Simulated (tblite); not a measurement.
Species: C6H5S (doublet state).
SMILES with atom numbers: `[S:1][C@@:2]12[C@@H:3]3[C@H:4]4[C@@H:5]3[C@@H:6]1[C@@H:7]24` (hydrogens: H8 on C3; H9 on C4; H10 on C5; H11 on C6; H12 on C7)

Level: GFN2-xTB in tblite, geometry and Hessian alike; calculated harmonic values, unscaled, isolated species. This tight-binding method is rough: wavenumbers can miss measured ones by several per cent, in bad cases by 10 to 20. Open shells enter through the occupations alone, without spin polarisation, and single modes of such species can be off by tens of per cent.

Harmonic wavenumbers (cm⁻¹): 186.7, 250.1, 469.9, 581.5, 691.8, 776.2, 803.0, 839.6, 853.1, 879.1, 893.7, 913.6, 916.0, 946.0, 957.4, 970.8, 1002.0, 1022.3, 1059.3, 1098.6, 1184.5, 1211.2, 1215.4, 1329.2, 1369.2, 3121.9, 3124.2, 3130.7, 3136.0, 3138.1.

A = 6133, B = 1902, C = 1821 MHz; mass 109.011 u (most abundant isotopes); point group Cs, symmetry number 1; spin multiplicity 2.

**Question.** Zero-point energy?

**Answer.** Half the sum of the wavenumbers: 19036 cm⁻¹ = 227.71 kJ/mol.

**Question.** Entropy at 500 K, 1 bar (ideal gas, RRHO, classical rotation)?

**Answer.** Translation 178.11, rotation 119.91, vibration 79.69, spin (R ln 2) 5.76: S = 383.5 J/(mol K).

**Question.** And Cp and H(500 K) − H(0)?

**Answer.** Cp = 156.04 J/(mol K), of which vibrations give 122.78 (their classical limit is 30 R = 249.4); H(500 K) − H(0) = 42.13 kJ/mol without the zero-point energy, 25.50 from vibrations.

**Question.** How do the functions run with temperature in this model?

**Answer.** 
```csv
T (K),S (J/(mol K)),Cp (J/(mol K)),H − H(0) (kJ/mol),G − H(0) (kJ/mol),ln q(vib)
150,272.0,50.0,5.86,-34.94,0.30
250,303.5,78.1,12.14,-63.73,0.90
298.15,318.7,95.2,16.31,-78.71,1.28
400,351.6,129.4,27.80,-112.84,2.29
600,413.8,176.2,58.79,-189.48,4.72
900,493.2,213.9,117.94,-325.96,8.67
```

q(vib) and H(0) count from the zero-point level.

**Question.** What must be added to the electronic energy to get the Gibbs energy at 500 K and 1 bar?

**Answer.** ZPE + [H(500 K) − H(0)] − T·S = 227.71 + 42.13 − 191.73 = 78.11 kJ/mol.

**Question.** Which modes carry the vibrational entropy at 500 K?

**Answer.** 186.7 cm⁻¹: 13.58; 250.1 cm⁻¹: 11.23; 469.9 cm⁻¹: 6.41; 581.5 cm⁻¹: 4.94; 691.8 cm⁻¹: 3.84; 776.2 cm⁻¹: 3.17 J/(mol K); the other 24 give 36.52 together.

Hindered rotation and anharmonicity are outside this model.
